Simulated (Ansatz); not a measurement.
```
atom    x (Å)    y (Å)    z (Å)
   C   0.0420  -0.0433  -0.7312
   O   0.0237  -0.0517   0.7296
   H  -0.0405   0.9259   1.0771
   H   0.0454  -1.1182  -1.2151
   H  -0.4466   0.8651  -1.3110
```

Basis set: 6-31G* (spherical functions). Frozen core: 2 orbitals. Charge 0, multiplicity 2.

Computed with Ansatz (development build ahead of 0.2.0); each method stands on the lowest determinant of its kind that the runs found.

The atomization energy at this shape (free ground-state atoms in the same class of orbitals less the molecule, no zero-point energy) of doublet CH3O:

```
method  atomization energy
   UHF            11.41 eV
```

(1) What does UHF-MP2 give?

Answers

(1) 15.43 eV. Caution: the shape is not the minimum.
